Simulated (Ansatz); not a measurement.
Species: chloro(trimethyl)silane, C$_{3}$H$_{9}$ClSi, charge 0, multiplicity 1. 
Geometry from a B3LYP-D3(BJ)/def2-TZVP (Ansatz, an electronic-structure program) optimisation:
SMILES: C[Si](C)(C)Cl
```xyz
14

Si    -0.0511     0.1244    -0.3069
Cl     0.2680    -0.6522     1.6091
C     -1.7444    -0.4328    -0.8596
C      1.2876    -0.5566    -1.4147
C      0.0483     1.9836    -0.1788
H     -2.5174    -0.0672    -0.1816
H     -1.8077    -1.5218    -0.8893
H     -1.9624    -0.0520    -1.8609
H      1.2502    -1.6467    -1.4491
H      2.2767    -0.2630    -1.0593
H      1.1666    -0.1798    -2.4338
H     -0.1124     2.4418    -1.1583
H     -0.7094     2.3699     0.5050
H      1.0268     2.2990     0.1872
```
Charge 0, spin multiplicity 1.

Property: atomisation energy (electronic, to ground-state atoms), in eV. Valence correlation only, unless marked. Open shells are spin-unrestricted. Spin-orbit coupling is left out. Non-relativistic unless marked X2C. The coupled-cluster limit lacks core correlation, which all-electron functionals hold. CBS marks a two-point X^-3 extrapolation of the correlation energy; Hartree-Fock from the larger set.

| level | program | atomisation energy (eV) |
|---|---|---|
| PBE-D4/def2-TZVPD | Ansatz + dftd4 | 55.01 |
| r2SCAN-D4/def2-TZVPD | Ansatz + dftd4 | 54.67 |
| B3LYP-D4/def2-TZVPD | Ansatz + dftd4 | ___ |
| PBE0-D4/def2-TZVPD | Ansatz + dftd4 | 54.65 |
| HSE06-D4/def2-TZVPD | Ansatz + dftd4 | 54.68 |
| CAM-B3LYP/def2-TZVPD | Ansatz | 54.33 |
| LC-wPBE-D4/def2-TZVPD | Ansatz + dftd4 | 54.63 |
| RPA@PBE/cc-pV(T+d)Z | Ansatz | ___ |
| SCS-MP2/STO-3G | Ansatz | 58.27 |
| SCS-MP2/cc-pV(D+d)Z | Ansatz | 50.76 |
| CCSD/aug-cc-pV(D+d)Z | Ansatz | ___ |
| X2C-CCSD(T)/cc-pVTZ-DK | Ansatz | ___ |
| CCSD(T)/CBS(cc-pV(T+d)Z,cc-pV(Q+d)Z) | Ansatz | 54.62 |

Task: Complete the blanks.

Result: 
- B3LYP-D4/def2-TZVPD, atomisation energy (eV): 54.42
- RPA@PBE/cc-pV(T+d)Z, atomisation energy (eV): 51.05
- CCSD/aug-cc-pV(D+d)Z, atomisation energy (eV): 50.66
- X2C-CCSD(T)/cc-pVTZ-DK, atomisation energy (eV): 53.13
